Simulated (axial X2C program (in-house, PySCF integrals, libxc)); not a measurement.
# Ionising CaH

Computed with an in-house all-electron X2C program for linear molecules (integrals from PySCF), spin-free (one-electron X2C) or two-component (2c: spin–orbit coupling with atomic mean-field Coulomb and Gaunt terms, which also bring small scalar terms), in Dyall basis sets with cores contracted in-house; open shells are unrestricted.

Basis sets: Ca dyall-cv3z, H dyall-v3z. Frozen shells (counts by l): CaH Ca 2s1p, H none, 11 electrons correlated; CaH⁺ Ca 2s1p, H none, 10 electrons correlated. Coupled cluster in natural virtuals with an MP2 remainder. Where the outer core of a metal is frozen, bonds come out longer and ionisation energies lower.

| Hamiltonian | level | CaH state | Re (Å) | ωe (cm⁻¹) | De (eV) |
| --- | --- | --- | --- | --- | --- |
| spin-free | HF | M_S = 1/2, Λ = 0 | 2.050 | 1298.9 | 1.51 |
| spin-free | PBE0 | M_S = 1/2, Λ = 0 | 1.986 | 1305.5 | 1.91 |
| spin-free | MP2 | M_S = 1/2, Λ = 0 | 2.002 | 1326.9 | 1.57 |
| 2c | HF | Ω = 1/2 | 2.050 | 1298.8 | 1.51 |
| 2c | PBE0 | Ω = 1/2 | 1.986 | 1305.5 | 1.91 |
| 2c | MP2 | Ω = 1/2 | 2.002 | 1326.9 | 1.57 |
| 2c | CCSD | Ω = 1/2 | 2.018 | 1288.3 | 1.73 |
| 2c | CCSD(T) | Ω = 1/2 | 2.016 | 1286.5 | 1.69 |

Adiabatic ionisation energy (minimum to minimum, no zero-point term) and constants of CaH⁺:

```csv
Hamiltonian,level,CaH⁺ state,IE (eV),Re (Å),ωe (cm⁻¹),De (eV),fragments
spin-free,HF,"M_S = 0, Λ = 0",5.41,1.929,1524.9,1.24,Ca+ + H
spin-free,PBE0,"M_S = 0, Λ = 0",5.64,1.877,1527.1,2.28,Ca+ + H
spin-free,MP2,"M_S = 0, Λ = 0",5.61,1.887,1549.2,1.93,Ca+ + H
2c,HF,Ω = 0,5.41,1.929,1524.8,1.24,Ca+ + H
2c,PBE0,Ω = 0,5.64,1.877,1527.2,2.28,Ca+ + H
2c,MP2,Ω = 0,5.61,1.887,1549.2,1.93,Ca+ + H
2c,CCSD,Ω = 0,5.63,1.905,1501.9,2.14,Ca+ + H
2c,CCSD(T),Ω = 0,5.64,1.904,1496.8,2.15,Ca+ + H
```

Question: Add the zero-point terms to the ionisation energy at CCSD(T), 2c, and say whether the electron removed was bonding.

Answer: IE0 = IE + (ωe⁺ − ωe)/2 = 5.64 + (0.013) = 5.65 eV. Re changes by -0.112 Å, so the bond shortens, as on loss of an antibonding or a polarising non-bonding electron.

Question: Close the cycle De(CaH⁺) + IE(CaH) = De(CaH) + IE(Ca) to find the atomic ionisation energy at CCSD(T), 2c.

Answer: IE(Ca) = 2.15 + 5.64 − 1.69 = 6.10 eV, for the determinants used.

Each entry is the lowest single determinant of a limited PBE0 search at one distance. De goes to single-determinant-based atoms at the same level (for ions the charge split of lowest energy) and is withheld (n/a) where an atom does not fit its ground term or J level. Main or longest-lived isotopes.
